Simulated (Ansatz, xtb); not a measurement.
Torsion H4–Si1–Ge2–Cl3 in ClGeH3Si (SMILES [SiH3][Ge][Cl]); at each angle all else is relaxed with GFN2-xTB, and the levels are single points there.
Geometry at 60° (charge 0, multiplicity 1):
```json
[
 {"atom": "Si", "x (Å)": "-0.6829", "y (Å)": "-0.0405", "z (Å)": "0.0097"},
 {"atom": "Ge", "x (Å)": "1.5028", "y (Å)": "-1.1630", "z (Å)": "-0.0966"},
 {"atom": "Cl", "x (Å)": "1.0595", "y (Å)": "-2.7633", "z (Å)": "1.2940"},
 {"atom": "H", "x (Å)": "-1.0570", "y (Å)": "0.4341", "z (Å)": "1.3509"},
 {"atom": "H", "x (Å)": "-1.8102", "y (Å)": "-0.8715", "z (Å)": "-0.4411"},
 {"atom": "H", "x (Å)": "-0.7260", "y (Å)": "1.1575", "z (Å)": "-0.8456"}
]
```

On the grid 0° to 120°, 0° is the highest and 60° the lowest point at MP2/CBS(def2-TZVPP, def2-QZVPP) + ΔCCSD(T)/def2-TZVPP.

Correlated levels freeze the cores. Filled d and f shells under p-block atoms count as core.

Run with Ansatz (Gaussian orbitals); xtb for the GFN methods. 

What is the computed energy at 0° less that at 60° (GFN2-xTB)?

3 meV

Ansatz is a quantum-chemistry and plane-wave program.
